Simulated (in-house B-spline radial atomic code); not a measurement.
# TDHF excitations of Pr5+

Method: TDHF. Computed with an all-electron radial atomic-structure program (B-spline basis): linear response of the closed shell [Kr] 4d10 5s2 5p6 with bare exchange (time-dependent Hartree-Fock); scalar-relativistic (spin-free one-electron X2C), finite nucleus, no spin-orbit coupling, no double excitations, S, P, D and F terms only; shells from n = 3 respond. Only terms of natural parity with L up to 3 were computed.

Spin-orbit coupling is strong here, so these LS terms don't match observed levels.

Command:
```bash
python run_td.py task.json out
```
Settings (radii: box in bohr, nucleus in fm):
```
Z                        59
electrons                54
configuration            [Kr] 4d10 5s2 5p6
hamiltonian              x2c
method                   hf
box_radius               16.35
rms_radius               4.8919
intervals                70
```

Run time, properties included: 4.4 s on 1 thread of Arm Neoverse N1, with other jobs on the host.

The lowest states, in the order of their Tamm-Dancoff energies; the method's threshold (minus the highest occupied level) is 83.36 eV. Labels give the largest channel, * marks a mixed state, and oscillator strengths are full-response dipole values. Energies in eV:

```tsv
state	full response	Tamm-Dancoff	oscillator strength
5p → 4f 3D	10.135	10.223	-
5p → 4f 1D	?	?	-
5p → 5d 3P	25.945	26.052	-
5p → 5d 3F	26.215	26.601	-
5p → 5d 1F	?	?	-
5s → 4f 3F	35.39	35.44	-
5p → 5d 1P	34.62	35.86	5.75
5s → 4f 1F	36.45	36.48	-
5p → 6s 3P	38.31	38.33	-
5p → 6s 1P	39.04	39.06	0.978
```

(1) Where does 5p → 4f 1D lie?

(2) Where does 5p → 5d 1F lie?

(3) How large is the singlet-triplet splitting of 5p → 4f (D terms) in Tamm-Dancoff?

(4) What polarisabilities and dispersion coefficient does the method give?

Results:

(1) At 12.577 eV in full response, 12.792 eV in Tamm-Dancoff.

(2) At 28.988 eV in full response, 29.070 eV in Tamm-Dancoff.

(3) 2.57 eV, from the unrounded values.

(4) Dipole 4.564 bohr³, quadrupole 13.27 bohr⁵, C6 23.14 hartree·bohr⁶ for two such species.
